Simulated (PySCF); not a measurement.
**Spinor energies of Br⁴⁺ (bromine, charge +4)**

Start: [Ar] 3d10 4s2 4p1; 4p1/2 filled at m_j = +1/2. Calculated with PySCF 2.14 in x2c-TZVPall-2c (6s7p4d1f, 54 functions): generalised Hartree-Fock with the X2C-1e Hamiltonian and a Gaussian nucleus; one run each with spin-orbit coupling (SO) switched off, then screened by Boettger's factors.

```json
{"spinor shell": "1s1/2", "electrons": "2", "ε, spin-free (eV)": "-13613.0", "ε, screened SO (eV)": "-13612.5", "weight of nominal j (screened SO)": "1.000", "rms radius, screened SO (bohr)": "0.0492"}
{"spinor shell": "2s1/2", "electrons": "2", "ε, spin-free (eV)": "-1880.5", "ε, screened SO (eV)": "-1880.3", "weight of nominal j (screened SO)": "1.000", "rms radius, screened SO (bohr)": "0.205"}
{"spinor shell": "2p1/2", "electrons": "2", "ε, spin-free (eV)": "-1659.8", "ε, screened SO (eV)": "-1692.4", "weight of nominal j (screened SO)": "1.000", "rms radius, screened SO (bohr)": "0.180"}
{"spinor shell": "2p3/2", "electrons": "4", "ε, spin-free (eV)": "-1659.8", "ε, screened SO (eV)": "-1644.0", "weight of nominal j (screened SO)": "1.000", "rms radius, screened SO (bohr)": "0.184"}
{"spinor shell": "3s1/2", "electrons": "2", "ε, spin-free (eV)": "-331.32", "ε, screened SO (eV)": "-331.19", "weight of nominal j (screened SO)": "1.000", "rms radius, screened SO (bohr)": "0.587"}
{"spinor shell": "3p1/2", "electrons": "2", "ε, spin-free (eV)": "-258.98", "ε, screened SO (eV)": "-264.07", "weight of nominal j (screened SO)": "1.000", "rms radius, screened SO (bohr)": "0.599"}
{"spinor shell": "3d3/2", "electrons": "4", "ε, spin-free (eV)": "-139.58", "ε, screened SO (eV)": "-140.22", "weight of nominal j (screened SO)": "0.999", "rms radius, screened SO (bohr)": "0.643"}
{"spinor shell": "3d5/2", "electrons": "6", "ε, spin-free (eV)": "-139.58", "ε, screened SO (eV)": "-138.96", "weight of nominal j (screened SO)": "0.999", "rms radius, screened SO (bohr)": "0.645"}
{"spinor shell": "4s1/2", "electrons": "2", "ε, spin-free (eV)": "-72.471", "ε, screened SO (eV)": "-72.410", "weight of nominal j (screened SO)": "0.998", "rms radius, screened SO (bohr)": "1.63"}
{"spinor shell": "4p1/2", "electrons": "1", "ε, spin-free (eV)": "-58.876", "ε, screened SO (eV)": "-59.372", "weight of nominal j (screened SO)": "0.992", "rms radius, screened SO (bohr)": "1.80"}
```

Question: Where does 3p3/2 lie, and what is the 3p spin-orbit splitting (screened SO)?

Answer: At -256.37 eV, 7.704 eV above 3p1/2.

```csv
quantity,spin-free,screened SO
E (hartree),-2600.23478,-2600.39157
M_J,1/2,1/2
⟨J²⟩,1.056,0.784
⟨L²⟩,2.028,2.028
⟨S²⟩,0.759,0.761
```

Each row is a mean over spinors that exchange with the open shell spreads, by up to 1.061 eV (3p1/2).

Without spin-orbit coupling the j labels of p, d and f shells carry no meaning; the spin-free column gives the mean over the occupied spinors of each nl shell, and its ⟨J²⟩ belongs to a mixture of degenerate components.
